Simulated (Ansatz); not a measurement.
Input file for Ansatz (a quantum-chemistry and plane-wave program): U-CCSD(T)/def2-SVPD on HNaO (SMILES [OH][Na]), a point of a bond scan (R = 1.050 Å).

Ansatz 0.2 input:
```yaml
crystal:
  periodic: [false, false, false]
  atoms:
    - {symbol: Na, position_ang: [-0.00000000, -0.00000000, -0.91728888]}
    - {symbol: O, position_ang: [0.00000000, 0.00000000, 1.01510457]}
    - {symbol: H, position_ang: [0.00000000, 0.00000000, 2.06476482]}
basis:
  gaussian:
    orbitals: def2-SVPD
correlation: {method: ccsd_t, electrons: outside_noble_gas}
scf: {omitted_lower_state_checks: [cluster_reference]}
magnetization: {spin_polarized: true, initial_magnetization: 0}
```

Output:

```
WARN ansatz: RAYON_NUM_THREADS=1 ignored (pool sized by the plan → 1); use --threads N
Functional definition: HF
these checks for a lower state are left out or cut short: cluster_reference
integrals: 0.02 GiB planned
459 factors; integrals over basis functions are off by at most 1.6e-3 eV
mean field: 0.10 GiB planned
mean field evaluation 1: about -6449.6888 eV, gradient 3.3e1 eV
mean field evaluation 2: about -6449.7178 eV, gradient 3.3e1 eV
mean field evaluation 4: about -6453.9989 eV, gradient 1.1e0 eV
mean field evaluation 8: about -6454.0131 eV, gradient 1.0e-3 eV
mean field evaluation 16: about -6451.9095 eV, gradient 7.6e-3 eV
mean field evaluation 32: about -6448.3536 eV, gradient 2.5e1 eV
mean field evaluation 64: about -6454.0120 eV, gradient 3.7e-1 eV
mean field -6454.01307926 eV, -237.1806059758 hartree, gradient 8.2e-6 eV, S^2 0.000000; 3 other end points of the search recorded, 0 dependent functions left out
6 core orbitals not correlated
reference -6454.01307926 eV, -237.1806059758 hartree; 4, 4 occupied and 39, 39 virtual orbitals, 459 factors
second order -6.26865911 eV of doubles, -0.00000000 eV of singles
coupled cluster: 0.11 GiB planned
cycle   1  -6.06313206 eV  change    2.1e-1 eV  update   9.0e-2
cycle   2  -6.24507066 eV  change   -1.8e-1 eV  update   3.0e-2
cycle   3  -6.30086120 eV  change   -5.6e-2 eV  update   1.6e-2
cycle   4  -6.30531452 eV  change   -4.5e-3 eV  update   4.9e-3
cycle   5  -6.30235733 eV  change    3.0e-3 eV  update   2.4e-3
cycle   6  -6.30201559 eV  change    3.4e-4 eV  update   9.3e-4
cycle   7  -6.30212546 eV  change   -1.1e-4 eV  update   3.9e-4
cycle   8  -6.30210481 eV  change    2.1e-5 eV  update   1.8e-4
cycle   9  -6.30208802 eV  change    1.7e-5 eV  update   5.1e-5
cycle  10  -6.30209810 eV  change   -1.0e-5 eV  update   1.7e-5
cycle  11  -6.30209126 eV  change    6.8e-6 eV  update   7.2e-6
cycle  12  -6.30208607 eV  change    5.2e-6 eV  update   2.6e-6
perturbative correction -0.18609145 eV, -0.0068387347 hartree
Total energy: -6460.50125678 eV, -237.4190421016 hartree
Checks for a lower state left out: cluster_reference
```

Self-consistency was reached.

Cost: roughly 1.6 core-seconds.
